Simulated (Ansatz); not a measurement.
Abridged output of a molecular run in Ansatz:

```
Functional definition: HF
1055 factors; integrals over basis functions are off by at most 1.1e-3 eV
mean field evaluation 1: about -45509.7205 eV, gradient 3.9e1 eV
mean field evaluation 2: about -45509.7232 eV, gradient 3.9e1 eV
mean field evaluation 4: about -45512.9352 eV, gradient 2.8e0 eV
mean field evaluation 8: about -45512.9618 eV, gradient 1.2e-4 eV
mean field -45512.96178243 eV, -1672.5704957108 hartree, gradient 1.9e-6 eV, S^2 0.000000; 0 other end points of the search recorded, 0 dependent functions left out
22 core orbitals not correlated: weight in the atoms' cores, before any rotation towards them, 1.000 or more for the frozen orbitals, at most 0.000 for the correlated occupied ones
reference -45512.96178243 eV, -1672.5704957108 hartree; 19, 19 occupied and 74, 74 virtual orbitals, 1055 factors
second order -22.08280092 eV of doubles, -0.00000000 eV of singles
cycle   1  -22.83820235 eV  change   -7.6e-1 eV  update   1.0e-1
cycle   2  -23.33078949 eV  change   -4.9e-1 eV  update   2.8e-2
cycle   3  -23.44517858 eV  change   -1.1e-1 eV  update   1.4e-2
cycle   4  -23.44016568 eV  change    5.0e-3 eV  update   2.6e-3
cycle   5  -23.43876783 eV  change    1.4e-3 eV  update   9.5e-4
cycle   6  -23.43882065 eV  change   -5.3e-5 eV  update   2.7e-4
cycle   7  -23.43869837 eV  change    1.2e-4 eV  update   8.3e-5
cycle   8  -23.43866913 eV  change    2.9e-5 eV  update   2.5e-5
perturbative correction -0.46219549 eV, -0.0169853711 hartree
Total energy: -45536.86264706 eV, -1673.4488362853 hartree
```

Its atoms:

```xyz
9

F     0.915    2.375    0.998
Si    0.499    1.460   -0.223
Cl    2.196    0.742   -1.079
O    -0.397    0.246    0.346
Si   -0.645   -1.366    0.417
Cl   -1.072   -2.077   -1.453
H    -0.254    2.271   -1.185
H     0.573   -2.049    0.895
H    -1.815   -1.602    1.283
```

Problem. Which basis set was used?
A. cc-pV(Q+d)Z
B. def2-TZVPP
C. cc-pV(T+d)Z
D. def2-SVP

Solution. D. It gives 115 functions.

Problem. Write the keys of the input that set method, charge and spin (a neutral closed shell needs none for the last two).

Solution. 
```yaml
correlation: {method: ccsd_t}
```
